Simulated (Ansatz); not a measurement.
Harmonic vibrations of CH$_{6}$FInOSi, SMILES `[F][InH][CH2]O[SiH3]` by finite differences.

```yaml
crystal:
  periodic: [false, false, false]
  atoms:
    - {symbol: F, position_ang: [-2.600637, 0.740091, 1.172039]}
    - {symbol: In, position_ang: [-0.653019, 0.733388, 1.485691]}
    - {symbol: C, position_ang: [0.145645, -1.133954, 0.663638]}
    - {symbol: O, position_ang: [1.059529, -0.897271, -0.397451]}
    - {symbol: Si, position_ang: [0.661502, 0.197051, -1.546690]}
    - {symbol: H, position_ang: [-0.167035, 2.087775, 2.405687]}
    - {symbol: H, position_ang: [0.672632, -1.691884, 1.439348]}
    - {symbol: H, position_ang: [-0.701739, -1.737483, 0.323962]}
    - {symbol: H, position_ang: [1.882041, 0.568528, -2.293266]}
    - {symbol: H, position_ang: [-0.416173, -0.260779, -2.458075]}
    - {symbol: H, position_ang: [0.117243, 1.394538, -0.794891]}
basis:
  gaussian: {orbitals: def2-TZVP}
hamiltonian: {xc: pbe0, dispersion: d4}
phonons: {temperatures: {t_min: 298.15, t_max: 900, t_step: 200}}
```

```sh
$ ansatz run in.yaml --threads 4 --pin off --events-out ev --progress --plain --max-ram 10444MiB
```

It prints (some lines left out):

```
Functional definition: PBE0
mean field -18944.25894914 eV, -696.1886755008 hartree, gradient 2.5e-5 eV, S^2 0.000000; 0 other end points of the search recorded, 0 dependent functions left out
mean field -18944.25886064 eV, -696.1886722487 hartree, gradient 2.2e-6 eV, S^2 0.000000; 0 other end points of the search recorded, 0 dependent functions left out
mean field -18944.25892225 eV, -696.1886745128 hartree, gradient 2.2e-6 eV, S^2 0.000000; 0 other end points of the search recorded, 0 dependent functions left out
mean field -18944.25895955 eV, -696.1886758836 hartree, gradient 2.2e-6 eV, S^2 0.000000; 0 other end points of the search recorded, 0 dependent functions left out
mean field -18944.25893460 eV, -696.1886749666 hartree, gradient 2.2e-6 eV, S^2 0.000000; 0 other end points of the search recorded, 0 dependent functions left out
mean field -18944.25895696 eV, -696.1886757882 hartree, gradient 2.2e-6 eV, S^2 0.000000; 0 other end points of the search recorded, 0 dependent functions left out
mean field -18944.25893613 eV, -696.1886750228 hartree, gradient 2.2e-6 eV, S^2 0.000000; 0 other end points of the search recorded, 0 dependent functions left out
mean field -18944.25887012 eV, -696.1886725970 hartree, gradient 2.2e-6 eV, S^2 0.000000; 0 other end points of the search recorded, 0 dependent functions left out
mean field -18944.25889685 eV, -696.1886735793 hartree, gradient 2.2e-6 eV, S^2 0.000000; 0 other end points of the search recorded, 0 dependent functions left out
mean field -18944.25889599 eV, -696.1886735477 hartree, gradient 2.2e-6 eV, S^2 0.000000; 0 other end points of the search recorded, 0 dependent functions left out
mean field -18944.25889194 eV, -696.1886733988 hartree, gradient 2.2e-6 eV, S^2 0.000000; 0 other end points of the search recorded, 0 dependent functions left out
mean field -18944.25894076 eV, -696.1886751929 hartree, gradient 2.2e-6 eV, S^2 0.000000; 0 other end points of the search recorded, 0 dependent functions left out
mean field -18944.25889809 eV, -696.1886736248 hartree, gradient 2.2e-6 eV, S^2 0.000000; 0 other end points of the search recorded, 0 dependent functions left out
mean field -18944.25881673 eV, -696.1886706352 hartree, gradient 2.2e-6 eV, S^2 0.000000; 0 other end points of the search recorded, 0 dependent functions left out
mean field -18944.25880053 eV, -696.1886700398 hartree, gradient 2.2e-6 eV, S^2 0.000000; 0 other end points of the search recorded, 0 dependent functions left out
mean field -18944.25882714 eV, -696.1886710177 hartree, gradient 2.2e-6 eV, S^2 0.000000; 0 other end points of the search recorded, 0 dependent functions left out
mean field -18944.25884941 eV, -696.1886718359 hartree, gradient 2.2e-6 eV, S^2 0.000000; 0 other end points of the search recorded, 0 dependent functions left out
mean field -18944.25881826 eV, -696.1886706913 hartree, gradient 2.2e-6 eV, S^2 0.000000; 0 other end points of the search recorded, 0 dependent functions left out
mean field -18944.25881322 eV, -696.1886705059 hartree, gradient 2.2e-6 eV, S^2 0.000000; 0 other end points of the search recorded, 0 dependent functions left out
mean field -18944.25891240 eV, -696.1886741509 hartree, gradient 2.2e-6 eV, S^2 0.000000; 0 other end points of the search recorded, 0 dependent functions left out
mean field -18944.25887008 eV, -696.1886725957 hartree, gradient 2.2e-6 eV, S^2 0.000000; 0 other end points of the search recorded, 0 dependent functions left out
mean field -18944.25886578 eV, -696.1886724375 hartree, gradient 2.2e-6 eV, S^2 0.000000; 0 other end points of the search recorded, 0 dependent functions left out
mean field -18944.25890656 eV, -696.1886739363 hartree, gradient 2.2e-6 eV, S^2 0.000000; 0 other end points of the search recorded, 0 dependent functions left out
mean field -18944.25883718 eV, -696.1886713865 hartree, gradient 2.2e-6 eV, S^2 0.000000; 0 other end points of the search recorded, 0 dependent functions left out
mean field -18944.25883905 eV, -696.1886714552 hartree, gradient 2.2e-6 eV, S^2 0.000000; 0 other end points of the search recorded, 0 dependent functions left out
mean field -18944.25884432 eV, -696.1886716488 hartree, gradient 2.2e-6 eV, S^2 0.000000; 0 other end points of the search recorded, 0 dependent functions left out
mean field -18944.25884754 eV, -696.1886717672 hartree, gradient 2.2e-6 eV, S^2 0.000000; 0 other end points of the search recorded, 0 dependent functions left out
mean field -18944.25884988 eV, -696.1886718534 hartree, gradient 2.2e-6 eV, S^2 0.000000; 0 other end points of the search recorded, 0 dependent functions left out
mean field -18944.25885134 eV, -696.1886719069 hartree, gradient 2.2e-6 eV, S^2 0.000000; 0 other end points of the search recorded, 0 dependent functions left out
mean field -18944.25880015 eV, -696.1886700257 hartree, gradient 2.2e-6 eV, S^2 0.000000; 0 other end points of the search recorded, 0 dependent functions left out
mean field -18944.25885929 eV, -696.1886721992 hartree, gradient 2.2e-6 eV, S^2 0.000000; 0 other end points of the search recorded, 0 dependent functions left out
mean field -18944.25894421 eV, -696.1886753197 hartree, gradient 2.2e-6 eV, S^2 0.000000; 0 other end points of the search recorded, 0 dependent functions left out
mean field -18944.25894345 eV, -696.1886752918 hartree, gradient 2.2e-6 eV, S^2 0.000000; 0 other end points of the search recorded, 0 dependent functions left out
mean field -18944.25893561 eV, -696.1886750038 hartree, gradient 2.2e-6 eV, S^2 0.000000; 0 other end points of the search recorded, 0 dependent functions left out
mean field -18944.25891111 eV, -696.1886741035 hartree, gradient 2.2e-6 eV, S^2 0.000000; 0 other end points of the search recorded, 0 dependent functions left out
mean field -18944.25894703 eV, -696.1886754235 hartree, gradient 2.2e-6 eV, S^2 0.000000; 0 other end points of the search recorded, 0 dependent functions left out
mean field -18944.25892590 eV, -696.1886746468 hartree, gradient 2.2e-6 eV, S^2 0.000000; 0 other end points of the search recorded, 0 dependent functions left out
mean field -18944.25891254 eV, -696.1886741559 hartree, gradient 2.2e-6 eV, S^2 0.000000; 0 other end points of the search recorded, 0 dependent functions left out
mean field -18944.25890882 eV, -696.1886740191 hartree, gradient 2.2e-6 eV, S^2 0.000000; 0 other end points of the search recorded, 0 dependent functions left out
mean field -18944.25890875 eV, -696.1886740167 hartree, gradient 2.2e-6 eV, S^2 0.000000; 0 other end points of the search recorded, 0 dependent functions left out
mean field -18944.25892040 eV, -696.1886744448 hartree, gradient 2.2e-6 eV, S^2 0.000000; 0 other end points of the search recorded, 0 dependent functions left out
mean field -18944.25889070 eV, -696.1886733534 hartree, gradient 2.2e-6 eV, S^2 0.000000; 0 other end points of the search recorded, 0 dependent functions left out
mean field -18944.25888778 eV, -696.1886732462 hartree, gradient 2.2e-6 eV, S^2 0.000000; 0 other end points of the search recorded, 0 dependent functions left out
mean field -18944.25888462 eV, -696.1886731299 hartree, gradient 2.2e-6 eV, S^2 0.000000; 0 other end points of the search recorded, 0 dependent functions left out
mean field -18944.25888115 eV, -696.1886730025 hartree, gradient 2.2e-6 eV, S^2 0.000000; 0 other end points of the search recorded, 0 dependent functions left out
mean field -18944.25891125 eV, -696.1886741087 hartree, gradient 2.2e-6 eV, S^2 0.000000; 0 other end points of the search recorded, 0 dependent functions left out
mean field -18944.25891111 eV, -696.1886741033 hartree, gradient 2.2e-6 eV, S^2 0.000000; 0 other end points of the search recorded, 0 dependent functions left out
mean field -18944.25892694 eV, -696.1886746853 hartree, gradient 2.2e-6 eV, S^2 0.000000; 0 other end points of the search recorded, 0 dependent functions left out
mean field -18944.25891796 eV, -696.1886743552 hartree, gradient 2.2e-6 eV, S^2 0.000000; 0 other end points of the search recorded, 0 dependent functions left out
mean field -18944.25891312 eV, -696.1886741773 hartree, gradient 2.2e-6 eV, S^2 0.000000; 0 other end points of the search recorded, 0 dependent functions left out
mean field -18944.25890152 eV, -696.1886737508 hartree, gradient 2.2e-6 eV, S^2 0.000000; 0 other end points of the search recorded, 0 dependent functions left out
mean field -18944.25894671 eV, -696.1886754118 hartree, gradient 2.2e-6 eV, S^2 0.000000; 0 other end points of the search recorded, 0 dependent functions left out
mean field -18944.25893321 eV, -696.1886749156 hartree, gradient 2.2e-6 eV, S^2 0.000000; 0 other end points of the search recorded, 0 dependent functions left out
mean field -18944.25892596 eV, -696.1886746491 hartree, gradient 2.2e-6 eV, S^2 0.000000; 0 other end points of the search recorded, 0 dependent functions left out
mean field -18944.25893266 eV, -696.1886748953 hartree, gradient 2.2e-6 eV, S^2 0.000000; 0 other end points of the search recorded, 0 dependent functions left out
mean field -18944.25891440 eV, -696.1886742243 hartree, gradient 2.2e-6 eV, S^2 0.000000; 0 other end points of the search recorded, 0 dependent functions left out
mean field -18944.25891864 eV, -696.1886743801 hartree, gradient 2.2e-6 eV, S^2 0.000000; 0 other end points of the search recorded, 0 dependent functions left out
mean field -18944.25893838 eV, -696.1886751055 hartree, gradient 2.2e-6 eV, S^2 0.000000; 0 other end points of the search recorded, 0 dependent functions left out
mean field -18944.25893703 eV, -696.1886750559 hartree, gradient 2.2e-6 eV, S^2 0.000000; 0 other end points of the search recorded, 0 dependent functions left out
mean field -18944.25891275 eV, -696.1886741636 hartree, gradient 2.2e-6 eV, S^2 0.000000; 0 other end points of the search recorded, 0 dependent functions left out
mean field -18944.25893485 eV, -696.1886749759 hartree, gradient 2.2e-6 eV, S^2 0.000000; 0 other end points of the search recorded, 0 dependent functions left out
mean field -18944.25894647 eV, -696.1886754029 hartree, gradient 2.2e-6 eV, S^2 0.000000; 0 other end points of the search recorded, 0 dependent functions left out
mean field -18944.25892878 eV, -696.1886747529 hartree, gradient 2.2e-6 eV, S^2 0.000000; 0 other end points of the search recorded, 0 dependent functions left out
mean field -18944.25891939 eV, -696.1886744078 hartree, gradient 2.2e-6 eV, S^2 0.000000; 0 other end points of the search recorded, 0 dependent functions left out
mean field -18944.25891179 eV, -696.1886741285 hartree, gradient 2.2e-6 eV, S^2 0.000000; 0 other end points of the search recorded, 0 dependent functions left out
mean field -18944.25892598 eV, -696.1886746497 hartree, gradient 2.2e-6 eV, S^2 0.000000; 0 other end points of the search recorded, 0 dependent functions left out
mean field -18944.25893772 eV, -696.1886750813 hartree, gradient 2.2e-6 eV, S^2 0.000000; 0 other end points of the search recorded, 0 dependent functions left out
Total energy: -18944.46851994 eV, -696.1963770857 hartree
Atom 0 at    -2.600637     0.740091     1.172039 Å, force     0.000575     0.001294    -0.000044 eV/Å
Atom 1 at    -0.653019     0.733388     1.485691 Å, force    -0.003862    -0.001579     0.001827 eV/Å
Atom 2 at     0.145645    -1.133954     0.663638 Å, force     0.001435     0.001186     0.000014 eV/Å
Atom 3 at     1.059529    -0.897271    -0.397451 Å, force     0.003933    -0.001702    -0.000501 eV/Å
Atom 4 at     0.661502     0.197051    -1.546690 Å, force    -0.003070    -0.004234    -0.002535 eV/Å
Atom 5 at    -0.167035     2.087775     2.405687 Å, force    -0.000122    -0.000716    -0.001368 eV/Å
Atom 6 at     0.672632    -1.691884     1.439348 Å, force    -0.000322     0.000017    -0.000865 eV/Å
Atom 7 at    -0.701739    -1.737483     0.323962 Å, force    -0.000010     0.002406     0.000910 eV/Å
Atom 8 at     1.882041     0.568528    -2.293266 Å, force     0.000345     0.002248     0.001633 eV/Å
Atom 9 at    -0.416173    -0.260779    -2.458075 Å, force    -0.001146     0.000505     0.000655 eV/Å
Atom 10 at     0.117243     1.394538    -0.794891 Å, force     0.002244     0.000574     0.000275 eV/Å
Dipole moment:     0.590088    -0.118646    -0.055462 e Å
Vibrations: 30.91 91.39 108.61 156.99 178.51 302.25 399.31 456.52 533.66 564.06 700.22 707.21 740.54 807.42 919.97 955.19 984.73 1095.85 1237.07 1261.83 1483.55 1853.17 2059.37 2240.54 2273.58 3050.06 3119.14 cm⁻¹, zero-point energy 1.755100 eV
```

Hardware: 4 threads of an Intel Xeon Platinum 8375C on a shared host. Wall time 3 min, peak host memory 0.69 GiB.
